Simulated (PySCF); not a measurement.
# Tin: a sound run and one with changed settings

Sound run: Sn⁺ [Kr] 4d10 5s2 5p1, Sn²⁺ [Kr] 4d10 5s2. Calculation: PySCF 2.14, in aug-cc-pVDZ-PP with ECP28MDF (5s4p3d, 32 functions); a scalar-relativistic core potential. In the sound run the correlated levels freeze 4s2 4p6 4d10 outside the core potential. The sound run starts from symmetry-adapted Hartree-Fock orbitals and uses a fine grid where one is needed.

A second run was set up differently.

```csv
species,method,sound run (hartree),changed run (hartree),converged
Sn⁺,MP2,-213.11032,-213.13851,yes
Sn²⁺,MP2,-212.60123,-212.62722,yes
```

Ionisation energy of Sn⁺:

| method | sound run (eV) | changed run (eV) |
| --- | --- | --- |
| UHF | 13.720 | 13.720 |
| MP2 | 13.853 | 13.913 |
| SCS-MP2 | 13.835 | 13.867 |

Problem. What was changed?
A. all electrons correlated in a valence basis
B. a valence shell is frozen
C. basis contracted for another Hamiltonian
D. minimal basis

Solution. A. A valence basis has no tight correlating functions, so it recovers only part of the core correlation, and not evenly between atom and ion.
